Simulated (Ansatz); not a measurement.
Relaxation of CH$_{5}$BF$_{2}$Si (10 atoms, charge 0, multiplicity 1), to a largest force component of 0.015 eV/Å in at most 40 steps.

All numbers below come from RKS PBE/6-31G* (Ansatz).

```xyz
10
Properties=species:S:1:pos:R:3
C -1.313 -0.641 0.413
B 0.128 -0.170 0.721
Si 1.205 0.622 -0.679
F 1.467 -0.458 -1.947
F 0.518 2.032 -1.238
H -1.942 0.306 0.071
H -1.337 -1.357 -0.400
H -1.791 -1.006 1.306
H 0.579 -0.307 1.847
H 2.569 0.928 -0.092
```

Problem. Where does it end, and by what steps?

Solution. The forces met the threshold. The force dipped under the threshold on the way, but the program's further checks kept it going. After 28 steps the energy has fallen by 0.396 eV; H9 moved furthest, 0.97 Å.

| step | energy less start (eV) | largest force component (eV/Å) | accepted |
| --- | --- | --- | --- |
| 0 | 0.0000 | 2.223 | yes |
| 1 | -0.3095 | 1.269 | yes |
| 2 | -0.3638 | 0.465 | yes |
| 3 | -0.3706 | 0.095 | yes |
| 4 | -0.3713 | 0.044 | yes |
| 5 | -0.3724 | 0.031 | yes |
| 6 | -0.3735 | 0.079 | yes |
| 7 | -0.3738 | 0.168 | yes |
| 8 | -0.3767 | 0.140 | yes |
| 9 | -0.3785 | 0.314 | yes |
| 10 | -0.3848 | 0.134 | yes |
| 11 | -0.3881 | 0.039 | yes |
| 12 | -0.3877 | 0.242 | no |
| 13 | -0.3878 | 0.080 | no |
| 14 | -0.3893 | 0.019 | yes |
| 15 | -0.3900 | 0.143 | yes |
| 16 | -0.3901 | 0.236 | yes |
| 17 | -0.3928 | 0.117 | yes |
| 18 | -0.3940 | 0.097 | yes |
| 19 | -0.3944 | 0.053 | yes |
| 20 | -0.3953 | 0.042 | yes |
| 21 | -0.3953 | 0.126 | no |
| 22 | -0.3958 | 0.030 | yes |
| 23 | -0.3959 | 0.034 | yes |
| 24 | -0.3961 | 0.038 | yes |
| 25 | -0.3961 | 0.031 | yes |
| 26 | -0.3962 | 0.005 | yes |
| 27 | -0.3962 | 0.003 | yes |
| 28 | -0.3962 | 0.010 | yes |

```xyz
10
Properties=species:S:1:pos:R:3
C -1.262 -0.829 0.438
B -0.038 0.084 0.740
Si 1.295 0.640 -0.683
F 0.971 -0.110 -2.091
F 1.171 2.238 -0.964
H -2.077 -0.086 0.256
H -1.201 -1.439 -0.477
H -1.615 -1.437 1.289
H 0.105 0.538 1.852
H 2.735 0.351 -0.357
```

Whether the end is a true minimum wasn't checked by a vibrational analysis.

The run took 86 s on 1 thread of Intel(R) Xeon(R) Processor @ 2.70GHz, with other jobs on the host, peak memory 0.16 GiB.
